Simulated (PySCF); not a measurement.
# What a mistake does to a calculation on FH4NSi2

Calculated results; nothing here was measured. They come from PySCF 2.14.0, an open-source quantum chemistry program, on an isolated molecule that a program drew, which may never have been made. The molecule is FH4NSi2 (charge 0, singlet), drawn as the SMILES string `N[SiH2][Si]F`.

Each row is a Hartree-Fock (HF) and frozen-core CCSD(T) single point in the cc-pV(D+d)Z basis, meant for a local HF minimum. Run 1 is clean. Each other run has one planted mistake out of seven kinds, and not every kind appears here: one electron removed, one electron added, multiplicity raised by two, geometry at a saddle point, minimal basis STO-3G, one bond length entered in bohr, all coordinates scaled. The reference is restricted for singlets and unrestricted otherwise, and also for a bond in bohr. Adding or removing an electron swaps singlet and doublet. Electrons count all cores. HOMO and LUMO are orbital energies over both spins, the gradient is its largest component, and the lowest frequency (negative if imaginary) is given only where the gradient is small. Bond lengths are over the 7 bonds as drawn. T1 is the CCSD diagnostic: over 0.02 (restricted) or 0.045 (unrestricted) a single reference is doubtful.

Geometry of the clean run:
```xyz
8
FH4NSi2, angstrom
N    -0.5645    2.6500   -2.0729
Si    0.7519    2.2762   -1.0065
Si    1.9322    0.1687   -1.3850
F     2.9893    0.3740   -0.1467
H    -1.4052    2.1051   -2.0168
H    -0.3665    2.8659   -3.0327
H     0.2132    2.2468    0.3788
H     1.7476    3.3744   -1.1192
```

| run | electrons | basis functions | <S^2> | HOMO (eV) | LUMO (eV) | gradient (hartree/bohr) | lowest frequency (cm^-1) | mean bond (Å) | longest bond (Å) | T1 | HF (hartree) | CCSD(T) (hartree) | mistake |
|---|---|---|---|---|---|---|---|---|---|---|---|---|---|
| 1 | 48 | 94 | 0.000 | -8.09 | 0.52 | 3.2e-05 | 49 | 1.5430 | 2.445 | 0.0151 | -734.11278 | -734.70670 | no fault |
| 2 | 48 | 94 | 0.000 | -7.87 | 0.78 | 6.2e-02 | - | 1.4566 | 2.308 | 0.0139 | -734.08514 | -734.67167 | all coordinates scaled |
| 3 | 48 | 94 | 1.231 | -8.66 | 0.67 | 1.8e-02 | - | 1.6705 | 2.445 | 0.0823 | -733.98079 | -734.56129 | one bond length entered in bohr |
| 4 | 47 | 94 | 0.786 | -15.63 | -6.32 | 6.0e-02 | - | 1.5430 | 2.445 | 0.0278 | -733.84851 | -734.42675 | ? |

**Which mistake was planted in run 4, and what did it cost?**

It counts 47 electrons, one fewer than the clean run, at the same geometry and basis. So the mistake is: one electron removed. Subtracting run 1 and multiplying by 627.51 kcal/mol a hartree, the energy moved by 165.8 kcal/mol in HF and 175.7 kcal/mol in CCSD(T).

Cautions from the logs. Run 3: T1 is over the limit, so its CCSD(T) energy is less reliable.
